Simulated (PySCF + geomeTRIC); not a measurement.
Calculation: BP86-D3(BJ)/def2-SVP (PySCF + geomeTRIC). fastk is a local helper that only speeds up exchange builds. No frequencies were computed at this level.

```python
import json, numpy as np
from pyscf import gto, dft
from fastk import lowrank_exchange
atoms = """
W     -0.024236     0.131059    -0.009963
Cl    -1.032539    -1.044804    -1.763278
Cl     0.375269    -1.898616     1.082469
O     -0.378995     1.680124    -0.939851
H     -0.601288     2.435013    -1.490154
O      0.785082     0.973858     1.412837
H      1.220181     1.330995     2.190506
O      1.557890    -0.144684    -0.875418
H      2.345941    -0.422562    -1.356923
O     -1.660260     0.122089     0.796784
H     -2.530810    -0.017744     1.187391
"""
def scf(charge, spin, dm0=None):
    mol = gto.M(atom=atoms, basis='def2-svp', ecp={'W': 'def2-svp'}, charge=charge, spin=spin, verbose=3, max_memory=10080)
    mf = dft.KS(mol, xc='bp86').density_fit(auxbasis="def2-universal-jkfit")
    mf.disp = 'd3bj'
    mf.grids.level = 3
    mf.conv_tol = 1e-8
    mf.max_cycle = 120
    mf.level_shift = 0.25
    mf.kernel(dm0)
    if not mf.converged:
        mf = mf.newton().run(mf.mo_coeff, mf.mo_occ).undo_soscf()
    return mf
mf = scf(0, 0)
from pyscf.geomopt.geometric_solver import kernel as optimize
path = []
done, mol = optimize(mf, maxsteps=120, assert_convergence=False, callback=lambda env: path.append((env["energy"], bool(env["g_scanner"].converged))))
res = dict(converged=bool(done and path[-1][1]), energy=path[-1][0], path=[e for e, c in path], xyz=mol.atom_coords(unit="Angstrom").tolist(), nao=mol.nao)
json.dump(res, open("result.json", "w"))
```

Output:

```
converged SCF energy = -1290.72196910307
Geometry optimization cycle 1
converged SCF energy = -1290.72196910595
cycle 1: E = -1290.72196911  dE = -1290.72  norm(grad) = 0.0667367
Geometry optimization cycle 2
converged SCF energy = -1290.72485773747
cycle 2: E = -1290.72485774  dE = -0.00288863  norm(grad) = 0.035266
Geometry optimization cycle 3
converged SCF energy = -1290.72835846597
cycle 3: E = -1290.72835847  dE = -0.00350073  norm(grad) = 0.0290186
Geometry optimization cycle 4
converged SCF energy = -1290.73007469624
cycle 4: E = -1290.7300747  dE = -0.00171623  norm(grad) = 0.0349344
Geometry optimization cycle 5
converged SCF energy = -1290.73250017019
cycle 5: E = -1290.73250017  dE = -0.00242547  norm(grad) = 0.0275255
Geometry optimization cycle 6
converged SCF energy = -1290.73781209103
cycle 6: E = -1290.73781209  dE = -0.00531192  norm(grad) = 0.0318934
Geometry optimization cycle 7
converged SCF energy = -1290.74504954948
cycle 7: E = -1290.74504955  dE = -0.00723746  norm(grad) = 0.0284024
Geometry optimization cycle 8
converged SCF energy = -1290.74692651851
cycle 8: E = -1290.74692652  dE = -0.00187697  norm(grad) = 0.0174654
Geometry optimization cycle 9
converged SCF energy = -1290.74808761852
cycle 9: E = -1290.74808762  dE = -0.0011611  norm(grad) = 0.012102
Geometry optimization cycle 10
converged SCF energy = -1290.74801010991
cycle 10: E = -1290.74801011  dE = 7.75086e-05  norm(grad) = 0.0104776
Geometry optimization cycle 11
converged SCF energy = -1290.74864177972
cycle 11: E = -1290.74864178  dE = -0.00063167  norm(grad) = 0.00563605
Geometry optimization cycle 12
converged SCF energy = -1290.74895911482
cycle 12: E = -1290.74895911  dE = -0.000317335  norm(grad) = 0.00339415
Geometry optimization cycle 13
converged SCF energy = -1290.7490472842
cycle 13: E = -1290.74904728  dE = -8.81694e-05  norm(grad) = 0.00213304
Geometry optimization cycle 14
converged SCF energy = -1290.74909706735
cycle 14: E = -1290.74909707  dE = -4.97831e-05  norm(grad) = 0.00270109
Geometry optimization cycle 15
converged SCF energy = -1290.74911540983
cycle 15: E = -1290.74911541  dE = -1.83425e-05  norm(grad) = 0.000880209
Geometry optimization cycle 16
converged SCF energy = -1290.74911918373
cycle 16: E = -1290.74911918  dE = -3.77389e-06  norm(grad) = 0.000497679
Geometry optimization cycle 17
converged SCF energy = -1290.74911879471
cycle 17: E = -1290.74911879  dE = 3.89013e-07  norm(grad) = 0.000873132
Geometry optimization cycle 18
converged SCF energy = -1290.74911880692
cycle 18: E = -1290.74911881  dE = -1.22113e-08  norm(grad) = 0.00122154
Geometry optimization cycle 19
converged SCF energy = -1290.74912093845
cycle 19: E = -1290.74912094  dE = -2.13152e-06  norm(grad) = 0.000967839
Geometry optimization cycle 20
converged SCF energy = -1290.74912326482
cycle 20: E = -1290.74912326  dE = -2.32637e-06  norm(grad) = 0.000666657
Geometry optimization cycle 21
converged SCF energy = -1290.74912506906
cycle 21: E = -1290.74912507  dE = -1.80424e-06  norm(grad) = 0.000458209
Geometry optimization cycle 22
converged SCF energy = -1290.74912653643
cycle 22: E = -1290.74912654  dE = -1.46736e-06  norm(grad) = 0.000354853
Geometry optimization cycle 23
converged SCF energy = -1290.74912815529
cycle 23: E = -1290.74912816  dE = -1.61886e-06  norm(grad) = 0.000367359
Geometry optimization cycle 24
converged SCF energy = -1290.74912980046
cycle 24: E = -1290.7491298  dE = -1.64517e-06  norm(grad) = 0.000403627
Geometry optimization cycle 25
converged SCF energy = -1290.74913098007
cycle 25: E = -1290.74913098  dE = -1.17961e-06  norm(grad) = 0.000422703
Geometry optimization cycle 26
converged SCF energy = -1290.74913317125
cycle 26: E = -1290.74913317  dE = -2.19117e-06  norm(grad) = 0.000428697
Geometry optimization cycle 27
converged SCF energy = -1290.74913390218
cycle 27: E = -1290.7491339  dE = -7.30932e-07  norm(grad) = 0.000503031
Geometry optimization cycle 28
converged SCF energy = -1290.7491364786
cycle 28: E = -1290.74913648  dE = -2.57642e-06  norm(grad) = 0.000499766
Geometry optimization cycle 29
converged SCF energy = -1290.74913847118
cycle 29: E = -1290.74913847  dE = -1.99259e-06  norm(grad) = 0.000506005
Geometry optimization cycle 30
converged SCF energy = -1290.74914060668
cycle 30: E = -1290.74914061  dE = -2.1355e-06  norm(grad) = 0.000533958
Geometry optimization cycle 31
converged SCF energy = -1290.74914336153
cycle 31: E = -1290.74914336  dE = -2.75485e-06  norm(grad) = 0.000548512
Geometry optimization cycle 32
converged SCF energy = -1290.74914314748
cycle 32: E = -1290.74914315  dE = 2.14051e-07  norm(grad) = 0.000604913
Geometry optimization cycle 33
converged SCF energy = -1290.74914442301
cycle 33: E = -1290.74914442  dE = -1.27553e-06  norm(grad) = 0.000550803
Geometry optimization cycle 34
converged SCF energy = -1290.74914628668
cycle 34: E = -1290.74914629  dE = -1.86368e-06  norm(grad) = 0.000554976
Geometry optimization cycle 35
converged SCF energy = -1290.74914808289
cycle 35: E = -1290.74914808  dE = -1.7962e-06  norm(grad) = 0.000583526
Geometry optimization cycle 36
converged SCF energy = -1290.74915020259
cycle 36: E = -1290.7491502  dE = -2.1197e-06  norm(grad) = 0.000600591
Geometry optimization cycle 37
converged SCF energy = -1290.74915057116
cycle 37: E = -1290.74915057  dE = -3.68575e-07  norm(grad) = 0.000622684
Geometry optimization cycle 38
converged SCF energy = -1290.74915152237
cycle 38: E = -1290.74915152  dE = -9.51209e-07  norm(grad) = 0.00060875
<class 'geometric.internal.Distance'> : 10
<class 'geometric.internal.Angle'> : 3
<class 'geometric.internal.LinearAngle'> : 14
<class 'geometric.internal.OutOfPlane'> : 12
<class 'geometric.internal.TranslationX'> : 1
<class 'geometric.internal.TranslationY'> : 1
<class 'geometric.internal.TranslationZ'> : 1
<class 'geometric.internal.RotationA'> : 1
<class 'geometric.internal.RotationB'> : 1
<class 'geometric.internal.RotationC'> : 1
Step    0 : Gradient = 2.012e-02/3.438e-02 (rms/max) Energy = -1290.7219691060
Step    1 : Displace = 1.017e-01/1.788e-01 (rms/max) Trust = 1.000e-01 (=) Grad = 1.063e-02/1.818e-02 (rms/max) E (change) = -1290.7248577375 (-2.889e-03) Quality = 0.239
Step    2 : Displace = 5.001e-02/9.073e-02 (rms/max) Trust = 5.000e-02 (-) Grad = 8.749e-03/1.562e-02 (rms/max) E (change) = -1290.7283584660 (-3.501e-03) Quality = 0.818
Step    3 : Displace = 5.670e-02/8.082e-02 (rms/max) Trust = 7.071e-02 (+) Grad = 1.053e-02/1.844e-02 (rms/max) E (change) = -1290.7300746962 (-1.716e-03) Quality = 0.583
Step    4 : Displace = 6.814e-02/1.126e-01 (rms/max) Trust = 7.071e-02 (=) Grad = 8.299e-03/1.478e-02 (rms/max) E (change) = -1290.7325001702 (-2.425e-03) Quality = 1.019
Step    5 : Displace = 1.064e-01/2.212e-01 (rms/max) Trust = 1.000e-01 (+) Grad = 9.616e-03/1.368e-02 (rms/max) E (change) = -1290.7378120910 (-5.312e-03) Quality = 0.770
Step    6 : Displace = 1.397e-01/2.858e-01 (rms/max) Trust = 1.414e-01 (+) Grad = 8.564e-03/1.459e-02 (rms/max) E (change) = -1290.7450495495 (-7.237e-03) Quality = 1.279
Step    7 : Displace = 1.460e-01/3.011e-01 (rms/max) Trust = 2.000e-01 (+) Grad = 5.266e-03/8.675e-03 (rms/max) E (change) = -1290.7469265185 (-1.877e-03) Quality = 0.453
Step    8 : Displace = 9.069e-02/1.922e-01 (rms/max) Trust = 2.000e-01 (=) Grad = 3.649e-03/6.996e-03 (rms/max) E (change) = -1290.7480876185 (-1.161e-03) Quality = 0.534
Step    9 : Displace = 5.069e-02/7.571e-02 (rms/max) Trust = 2.000e-01 (=) Grad = 3.159e-03/5.364e-03 (rms/max) E (change) = -1290.7480101099 (+7.751e-05) Quality = -0.097
Step   10 : Displace = 2.581e-02/4.065e-02 (rms/max) Trust = 2.534e-02 (-) Grad = 1.699e-03/2.643e-03 (rms/max) E (change) = -1290.7486417797 (-6.317e-04) Quality = 0.915
Step   11 : Displace = 2.704e-02/4.290e-02 (rms/max) Trust = 3.584e-02 (+) Grad = 1.023e-03/1.808e-03 (rms/max) E (change) = -1290.7489591148 (-3.173e-04) Quality = 1.185
Step   12 : Displace = 1.571e-02/3.177e-02 (rms/max) Trust = 5.069e-02 (+) Grad = 6.431e-04/9.412e-04 (rms/max) E (change) = -1290.7490472842 (-8.817e-05) Quality = 1.201
Step   13 : Displace = 1.487e-02/2.607e-02 (rms/max) Trust = 7.169e-02 (+) Grad = 8.144e-04/2.236e-03 (rms/max) E (change) = -1290.7490970673 (-4.978e-05) Quality = 0.764
Step   14 : Displace = 6.310e-03/1.234e-02 (rms/max) Trust = 1.014e-01 (+) Grad = 2.654e-04/6.744e-04 (rms/max) E (change) = -1290.7491154098 (-1.834e-05) Quality = 1.013
Step   15 : Displace = 3.234e-03/6.881e-03 (rms/max) Trust = 1.434e-01 (+) Grad = 1.501e-04/2.345e-04 (rms/max) E (change) = -1290.7491191837 (-3.774e-06) Quality = 0.785
Step   16 : Displace = 4.170e-03/8.143e-03 (rms/max) Trust = 2.028e-01 (+) Grad = 2.633e-04/7.503e-04 (rms/max) E (change) = -1290.7491187947 (+3.890e-07) Quality = -0.057
Step   17 : Displace = 2.070e-03/3.749e-03 (rms/max) Trust = 2.085e-03 (-) Grad = 3.683e-04/1.076e-03 (rms/max) E (change) = -1290.7491188069 (-1.221e-08) Quality = 0.002
Step   18 : Displace = 1.069e-03/2.148e-03 (rms/max) Trust = 1.035e-03 (-) Grad = 2.918e-04/8.379e-04 (rms/max) E (change) = -1290.7491209384 (-2.132e-06) Quality = 0.846
Step   19 : Displace = 1.495e-03/3.061e-03 (rms/max) Trust = 1.463e-03 (+) Grad = 2.010e-04/5.311e-04 (rms/max) E (change) = -1290.7491232648 (-2.326e-06) Quality = 0.630
Step   20 : Displace = 1.494e-03/2.770e-03 (rms/max) Trust = 1.463e-03 (=) Grad = 1.382e-04/3.017e-04 (rms/max) E (change) = -1290.7491250691 (-1.804e-06) Quality = 0.468
Step   21 : Displace = 1.463e-03/2.315e-03 (rms/max) Trust = 1.463e-03 (=) Grad = 1.070e-04/1.904e-04 (rms/max) E (change) = -1290.7491265364 (-1.467e-06) Quality = 0.343
Step   22 : Displace = 1.561e-03/2.717e-03 (rms/max) Trust = 1.463e-03 (=) Grad = 1.108e-04/1.776e-04 (rms/max) E (change) = -1290.7491281553 (-1.619e-06) Quality = 0.329
Step   23 : Displace = 1.494e-03/2.622e-03 (rms/max) Trust = 1.463e-03 (=) Grad = 1.217e-04/1.731e-04 (rms/max) E (change) = -1290.7491298005 (-1.645e-06) Quality = 0.366
Step   24 : Displace = 9.715e-04/1.710e-03 (rms/max) Trust = 1.463e-03 (=) Grad = 1.274e-04/1.996e-04 (rms/max) E (change) = -1290.7491309801 (-1.180e-06) Quality = 0.538
Step   25 : Displace = 1.533e-03/2.858e-03 (rms/max) Trust = 1.463e-03 (=) Grad = 1.293e-04/2.292e-04 (rms/max) E (change) = -1290.7491331712 (-2.191e-06) Quality = 0.355
Step   26 : Displace = 1.206e-03/2.611e-03 (rms/max) Trust = 1.463e-03 (=) Grad = 1.517e-04/2.438e-04 (rms/max) E (change) = -1290.7491339022 (-7.309e-07) Quality = 0.304
Step   27 : Displace = 1.478e-03/2.861e-03 (rms/max) Trust = 1.463e-03 (=) Grad = 1.507e-04/2.343e-04 (rms/max) E (change) = -1290.7491364786 (-2.576e-06) Quality = 0.504
Step   28 : Displace = 1.468e-03/2.487e-03 (rms/max) Trust = 1.463e-03 (=) Grad = 1.526e-04/2.257e-04 (rms/max) E (change) = -1290.7491384712 (-1.993e-06) Quality = 0.508
Step   29 : Displace = 1.472e-03/2.705e-03 (rms/max) Trust = 1.463e-03 (=) Grad = 1.610e-04/2.937e-04 (rms/max) E (change) = -1290.7491406067 (-2.135e-06) Quality = 0.570
Step   30 : Displace = 1.494e-03/2.953e-03 (rms/max) Trust = 1.463e-03 (=) Grad = 1.654e-04/3.099e-04 (rms/max) E (change) = -1290.7491433615 (-2.755e-06) Quality = 0.598
Step   31 : Displace = 1.595e-03/2.752e-03 (rms/max) Trust = 1.463e-03 (=) Grad = 1.824e-04/3.288e-04 (rms/max) E (change) = -1290.7491431475 (+2.141e-07) Quality = -0.099
Step   32 : Displace = 7.122e-04/1.039e-03 (rms/max) Trust = 7.317e-04 (-) Grad = 1.661e-04/2.600e-04 (rms/max) E (change) = -1290.7491444230 (-1.276e-06) Quality = 1.089
Step   33 : Displace = 1.092e-03/1.965e-03 (rms/max) Trust = 1.035e-03 (+) Grad = 1.673e-04/2.839e-04 (rms/max) E (change) = -1290.7491462867 (-1.864e-06) Quality = 0.741
Step   34 : Displace = 1.137e-03/2.369e-03 (rms/max) Trust = 1.035e-03 (=) Grad = 1.759e-04/3.357e-04 (rms/max) E (change) = -1290.7491480829 (-1.796e-06) Quality = 0.643
Step   35 : Displace = 1.013e-03/1.892e-03 (rms/max) Trust = 1.035e-03 (=) Grad = 1.811e-04/3.447e-04 (rms/max) E (change) = -1290.7491502026 (-2.120e-06) Quality = 0.723
Step   36 : Displace = 1.117e-03/2.399e-03 (rms/max) Trust = 1.035e-03 (=) Grad = 1.877e-04/3.105e-04 (rms/max) E (change) = -1290.7491505712 (-3.686e-07) Quality = 0.216
Step   37 : Displace = 5.279e-04/1.004e-03 (rms/max) Trust = 5.174e-04 (-) Grad = 1.835e-04/2.821e-04 (rms/max) E (change) = -1290.7491515224 (-9.512e-07) Quality = 0.835
Converged! =D
```

Cost: about 14 core-minutes (a rough figure).
